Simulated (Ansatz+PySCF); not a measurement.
The numbers below are computed, except where a source is named.
Input for Ansatz (development build ahead of 0.2.0):

```yaml
crystal:
  periodic: [false, false, false]
  atoms:
    - { symbol: "N", position_ang: [0.00423, -0.00189, -1.42493] }
    - { symbol: H, position_ang: [0.94888, 0.00895, -1.80996] }
    - { symbol: H, position_ang: [-0.47756, 0.82134, -1.80398] }
    - { symbol: H, position_ang: [-0.47272, -0.82481, -1.80443] }
    - { symbol: Cu, position_ang: [-0.00163, 0.00442, 0.52044] }
basis:
  gaussian: { orbitals: def2-SVP }
total_charge: 1
magnetization:
  spin_polarized: true
hamiltonian:
  xc: hf
correlation:
  method: ccsd_t
  frozen_orbitals: { Cu: 5, H: 0, "N": 1 }
scf:
  omitted_lower_state_checks: [starts, atomic_configurations, cluster_reference, orbital_swaps, given_window_search, neighbouring_geometries, increment]
```

The input is written out in the form of the current development build from the run's settings.

Results

```
Converged                       : yes
Reference energy                : -1694.67732 hartree
CCSD correlation energy         : -0.52494 hartree
Triples correction              : -0.01745 hartree
Total energy                    : -1695.21972 hartree
Spin squared of the determinant : 0.000
Stability test                  : minimum
Largest doubles amplitude       : 0.03
```
